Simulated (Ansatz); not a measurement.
Relaxation of B2GeH6 (9 atoms, charge 0, multiplicity 1), to a largest force component of 0.015 eV/Å in at most 40 steps.

Method: Ansatz, RKS PBE0-D4/def2-SVP.

```xyz
9
Properties=species:S:1:pos:R:3
B -1.006 0.650 -1.196
Ge 0.652 0.265 -0.148
B 0.233 -0.963 1.371
H -1.347 -0.055 -2.062
H -1.706 1.540 -0.910
H 1.303 1.533 0.336
H 1.735 -0.300 -1.026
H 0.870 -0.949 2.349
H -0.605 -1.772 1.280
```

Task: Where does it end, and by what steps?

Result: The run converged. The force dipped under the threshold on the way, but the program's further checks kept it going. After 19 steps the energy has fallen by 0.252 eV; H8 moved furthest, 0.96 Å.

```csv
step,energy less start (eV),largest force component (eV/Å),accepted
0,0.0000,0.929,yes
1,-0.1600,0.513,yes
2,-0.2090,0.265,yes
3,-0.2242,0.100,yes
4,-0.2253,0.230,yes
5,-0.2373,0.093,yes
6,-0.2433,0.158,yes
7,-0.2484,0.011,yes
8,-0.2467,0.325,no
9,-0.2495,0.079,yes
10,-0.2449,0.291,no
11,-0.2510,0.016,yes
12,-0.2515,0.049,yes
13,-0.2516,0.063,yes
14,-0.2518,0.069,yes
15,-0.2520,0.071,yes
16,-0.2521,0.043,yes
17,-0.2522,0.021,yes
18,-0.2522,0.018,yes
19,-0.2522,0.000,yes
```

```xyz
9
Properties=species:S:1:pos:R:3
B -1.039 0.722 -1.106
Ge 0.756 0.233 -0.226
B 0.258 -0.992 1.351
H -1.514 0.017 -1.964
H -1.661 1.689 -0.738
H 1.488 1.498 0.271
H 1.671 -0.507 -1.226
H 0.010 -0.526 2.437
H 0.160 -2.185 1.195
```

Run time: 70 s on 1 thread of Arm Neoverse V2 (shared host), peak memory 0.18 GiB.
